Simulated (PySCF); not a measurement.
C5H10N2Si.
Geometry (GFN2-xTB, Å), atoms numbered from 1 in this order:
```xyz
18
C5H10N2Si angstrom
C     -2.034    0.754    0.776
C     -0.672    0.552    0.124
C     -0.743   -0.398   -1.075
N      0.624   -0.764   -1.394
Si     1.671   -0.799   -0.041
C      3.132    0.320   -0.378
N      4.036    0.997   -0.573
C      0.368   -0.016    1.096
H     -1.951    1.425    1.627
H     -2.434   -0.196    1.126
H     -2.739    1.183    0.067
H     -0.304    1.516   -0.243
H     -1.344   -1.282   -0.817
H     -1.209    0.089   -1.935
H      0.745   -1.258   -2.261
H      2.198   -2.093    0.405
H     -0.091   -0.784    1.719
H      0.739    0.758    1.764
```

The calculation used PBE0/pcSseg-1 in PySCF (dipole) on a GFN2-xTB geometry, gas phase.

Masses are those of the commonest isotopes; rigid-rotor values at the optimised geometry. The values belong to one conformer with, in the numbering `[CH3:1][C@@H:2]1[CH2:3][NH:4][Si@@H:5]([C:6]#[N:7])[CH2:8]1`, C1–C2–C3–N4 -166°, C2–C3–N4–Si5 31°, C3–N4–Si5–C6 -125°, N4–Si5–C8–C2 -15°.

Question: Give the principal moments of inertia and the rotational constants in GHz.

Answer: Ia = 146.34, Ib = 487.25, Ic = 533.94 u·Å²; 505379 MHz·u·Å²/I gives 3453, 1037 and 946.5 MHz, that is A = 3.4534, B = 1.0372, C = 0.9465 GHz.

Question: Classify the top.

Answer: A near-prolate asymmetric top. Ray's parameter κ = (2B − A − C)/(A − C) = -0.928; −1 is the prolate and +1 the oblate limit.

Question: Is it planar, by Δ = Ic − Ia − Ib?

Answer: Not planar: Δ = Ic − Ia − Ib = -99.65 u·Å². For a rigid frame Δ = −2 Σ m c², so Σ m c² = 49.83 u·Å² lies off the ab plane: 13.19 from hydrogen and 36.64 from heavier atoms. The atom farthest from that plane is 2.07 Å away.

Question: Where do the levels up to J = 2 lie, in MHz?

Answer: Above 0(0,0):
J = 1: 1(0,1) 1984, 1(1,1) 4400, 1(1,0) 4491
J = 2: 2(0,2) 5949, 2(1,2) 8277, 2(1,1) 8549, 2(2,1) 15797, 2(2,0) 15800
Those of J = 1 are B + C, A + C and A + B.

Question: Which types of transition are allowed, and where do some lines up to J = 3 fall?

Answer: The dipole components are |μa| = 4.04 D, |μb| = 1.58 D, |μc| = 1.53 D. Intensities carry the squares of the components, which stand as 1.00 : 0.15 : 0.14 (a : b : c). Some lines, for components of 0.1 D or more:

```csv
type,branch,"J(Ka,Kc)",MHz,lower level (cm⁻¹)
a,Q,"3(1,2) ← 3(1,3)",544,0.470
b,R,"2(0,2) ← 1(1,1)",1549,0.147
a,R,"1(0,1) ← 0(0,0)",1984,0.000
c,Q,"2(1,2) ← 2(0,2)",2328,0.198
a,R,"2(1,2) ← 1(1,1)",3877,0.147
a,R,"2(0,2) ← 1(0,1)",3965,0.066
a,R,"2(1,1) ← 1(1,0)",4058,0.150
a,R,"3(1,3) ← 2(1,2)",5814,0.276
a,R,"3(2,1) ← 2(2,0)",5961,0.527
c,R,"2(1,1) ← 1(0,1)",6565,0.066
c,Q,"3(2,2) ← 3(1,2)",7114,0.488
b,Q,"3(2,1) ← 3(1,2)",7127,0.488
b,R,"3(1,3) ← 2(0,2)",8142,0.198
b,R,"2(2,1) ← 1(1,0)",11307,0.150
c,R,"2(2,1) ← 1(1,1)",11397,0.147
b,Q,"3(3,1) ← 3(2,2)",12309,0.725
c,R,"3(2,2) ← 2(1,2)",13472,0.276
b,R,"3(2,1) ← 2(1,2)",13484,0.276
```

Question: Estimate the classical rotational partition function at 25 K, 100 K and 298.15 K.

Answer: Point group C1, symmetry number σ = 1; q = (√π/σ)·√((kT/h)³/(ABC)), k/h = 20836.6 MHz/K: 11400 at 25 K, 91600 at 100 K, 471000 at 298.15 K.

Whether it is a minimum is left open (no frequencies). Constants of a rigid frame at the computed geometry: no zero-point averaging, no centrifugal distortion. A rigid rotor knows nothing of inversion at nitrogen or internal rotation, which can split or shift real lines. Quadrupole hyperfine structure (14N) is left out.
